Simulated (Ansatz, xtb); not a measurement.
# Ranking isomers of F2H4Si3

9 gas-phase structures of F2H4Si3, found in a search over its isomers (lower ones may exist). Each was relaxed with GFN2-xTB; where two conformers were screened, the lower at r2SCAN-D4/def2-SVP is listed:

A. a singlet given by its coordinates
B. `F[Si][Si@H](F)[SiH3]`, a singlet
C. `F[Si](F)([SiH])[SiH3]`, a singlet
D. `F[SiH2][Si][SiH2]F`, a singlet
E. `F[SiH](F)[Si][SiH3]`, a singlet
F. `F[SiH2][Si@H](F)[SiH]`, a singlet
G. `F[SiH](F)[SiH2][SiH]`, a singlet
H. `F[Si][SiH2][SiH2]F`, a singlet
I. a singlet given by its coordinates

A (Å):

```xyz
9

F    -2.5633   -0.2509    1.4929
F    -0.1946    1.6272   -0.3938
Si   -2.1102    0.5332    2.8374
Si   -1.4883    2.5981    2.2528
Si    0.3066    2.5931    0.8066
H    -2.8125   -0.3937    3.7400
H    -0.9374    3.1197    3.5499
H     1.6446    2.0588    1.0645
H     0.4782    3.8813    0.1294
```

Close contacts (Å): F1–Si3 1.62, F2–Si5 1.62, Si3–Si4 2.23, Si4–Si5 2.30, Si3–H6 1.47, Si4–H7 1.50, Si5–H8 1.46, Si5–H9 1.47.

I (Å):

```xyz
9

F    -3.1239    0.1610    2.1486
F     0.4736    2.0930    3.5686
Si   -1.5895    0.0659    2.6762
Si   -0.9766    2.2222    2.7466
Si   -0.2595    2.9381    0.6484
H    -1.7086   -1.3177    3.1791
H    -1.4001    2.8184   -0.2676
H     0.8769    2.2955   -0.0243
H     0.0862    4.3638    0.7257
```

Close contacts (Å): F1–Si3 1.63, F2–Si4 1.67, Si3–Si4 2.24, Si4–Si5 2.33, Si3–H6 1.48, Si5–H7 1.47, Si5–H8 1.47, Si5–H9 1.47.

Q: Make a reasoned guess at their ranking by r2SCAN-D4/def2-SVP single-point energy.

A: Calculated order at r2SCAN-D4/def2-SVP: H (0.000), G (0.129), A (0.173), E (0.198), B (0.207), C (0.371), I (0.508), F (0.670), D (0.743) eV. Less than 1 kcal/mol parts A and E; E and B, so the order within those pairs means little. CCSD(T)/def2-SVP + ΔMP2/def2-TZVPP after further relaxation puts A lowest instead.

Energies above the lowest of each column, in eV; the last columns are at B3LYP-D3(BJ)/def2-SVP geometries and were run for some of them only (a dash: not run or not comparable):

| structure | GFN2-xTB | HF/STO-3G | r2SCAN-D4/def2-SVP | B3LYP-D3(BJ)/def2-SVP | CCSD(T)/def2-SVP + ΔMP2/def2-TZVPP |
| --- | --- | --- | --- | --- | --- |
| H | 0.323 | 0.000 | 0.000 | 0.086 | 0.075 |
| G | 0.381 | 0.802 | 0.129 | 0.000 | 0.034 |
| A | 0.393 | 1.953 | 0.173 | 0.126 | 0.000 |
| E | 0.090 | 0.998 | 0.198 | – | – |
| B | 0.224 | 0.240 | 0.207 | – | – |
| C | 0.391 | 0.960 | 0.371 | – | – |
| I | 0.328 | 1.839 | 0.508 | – | – |
| F | 0.309 | 1.098 | 0.670 | – | – |
| D | 0.000 | 1.492 | 0.743 | – | – |

CCSD(T)/def2-SVP + ΔMP2/def2-TZVPP puts A lowest of those it was run on, with G within 1 kcal/mol; GFN2-xTB picks D, HF/STO-3G picks H, r2SCAN-D4/def2-SVP picks H. CCSD(T)/def2-SVP + ΔMP2/def2-TZVPP orders those it was run on as A (0.000), G (0.034), H (0.075) eV. Less than 1 kcal/mol parts A and G; G and H, so the order within those pairs means little. Some further structures that were screened fall inside this span and aren't listed. Flexible structures stand in one conformer each, not always the lowest. Frequencies (B3LYP-D3(BJ)/def2-SVP) were run for A, G, H alone. The ΔMP2 step shifts differences by up to 0.155 eV, which makes them less sure. ΔMP2 is the change of the MP2 energy from the smaller to the larger basis.

Over these structures GFN2-xTB departs from r2SCAN-D4/def2-SVP by 0.254 eV on average once a common shift is removed. A GFN2-xTB relaxation took about 0.37 s and the r2SCAN-D4/def2-SVP energy about 2.3 s on a shared host (Ansatz 0.2.0, xtb 6.7.1).
